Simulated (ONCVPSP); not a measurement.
## Configuration tests for Br (ONCV)

| Item | Value |
| --- | --- |
| Element | Br (Z = 35) |
| Generator | ONCVPSP 4.0.1 |
| Type | optimised norm-conserving Vanderbilt (ONCV) |
| Functional | PBEsol |
| Relativity | scalar-relativistic |
| Frozen core | [Ar] |
| Valence charge | 17 |
| Reference configuration | 3d10 4s2 4p5 |
| Partial waves | 4s: rc 1.55 bohr, ncon 3, nbas 6, qcut 4.5 1/bohr, 3 projectors, debl 0.5 Ha; 4p: rc 1.20 bohr, ncon 3, nbas 7, qcut 6.7 1/bohr, 2 projectors, debl 2.8 Ha; 3d: rc 1.05 bohr, ncon 4, nbas 8, qcut 16.1 1/bohr, local |
| Local potential | the d channel |
| Core correction | none |

In the s channel the program set the typed energies aside and used -0.740, 0.250, 0.750 Ha.

Energies are relative to the spin-unpolarised reference configuration 3d10 4s2 4p5; without spin polarisation the order of configurations can differ from experiment.

| valence configuration | charge | ΔE all-electron (eV) | error AE − PS (meV) |
| --- | --- | --- | --- |
| 3d10 4s2 4p3 | +2 | 35.325 | -17 |
| 3d10 4s2 4p2 | +3 | 69.334 | -28 |
| 3d9 4s2 4p5 | +1 | 78.440 | -620 |

What are ΔE and the potential's error for 3d10 4s2 4p4?

ΔE = 12.554 eV all-electron; the error (AE − PS) is -6.5 meV.

Note: ghosts flagged at negative energy: s at -297.5 eV, p at -577.8 eV, p at -114.0 eV; GHOST(+) flags only above 600 eV. A true bound ghost makes a file unfit for plane-wave use.
